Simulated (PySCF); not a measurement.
C4H5Si, SMILES C1=C[SiH]C=C1, multiplicity 2. Atoms are numbered in the order given.

```xyz
10

C      0.0000     0.7338    -1.2461
C      0.0000     1.3704    -0.0167
Si     0.0000     0.0000     1.1901
C      0.0000    -1.3704    -0.0167
C      0.0000    -0.7338    -1.2461
H      0.0000     1.2849    -2.2011
H      0.0000     2.4607     0.1056
H      0.0000     0.0000     2.6835
H      0.0000    -2.4607     0.1056
H      0.0000    -1.2849    -2.2011
```
Charge 0, spin multiplicity 2.

Geometry: PBE-D3(BJ)/def2-SVP. A frequency run showed that this geometry is not a minimum. The isomer is the one that the SMILES or the coordinates give; other isomers of the formula were not compared.

The numbers are results of PySCF with r2SCAN/def2-TZVP, not measurements.

ESP charges are fitted to the potential on shells at 1.4 to 2.0 van der Waals radii. Atomic charges (e):

```tsv
atom	ESP fit	Mulliken	Löwdin	Mulliken spin
C1	-0.07	-0.07	-0.16	0.21
C2	-0.41	-0.34	-0.30	-0.05
Si3	0.32	0.34	0.42	0.74
C4	-0.41	-0.34	-0.30	-0.05
C5	-0.07	-0.07	-0.16	0.21
H6	0.13	0.12	0.14	-0.02
H7	0.20	0.12	0.13	0.00
H8	0.00	0.00	-0.03	-0.03
H9	0.20	0.12	0.13	0.00
H10	0.13	0.12	0.14	-0.02
```

Computed Mayer and Wiberg (Löwdin basis) orders of the bonds:
| bond | Mayer | Wiberg |
|---|---|---|
| C1–C2 | 1.63 | 1.82 |
| C2–Si3 | 1.20 | 1.31 |
| Si3–C4 | 1.20 | 1.31 |
| C1–C5 | 1.14 | 1.34 |
| C4–C5 | 1.63 | 1.82 |
| C1–H6 | 0.95 | 0.84 |
| C2–H7 | 0.95 | 0.87 |
| Si3–H8 | 0.94 | 0.93 |
| C4–H9 | 0.95 | 0.87 |
| C5–H10 | 0.95 | 0.84 |
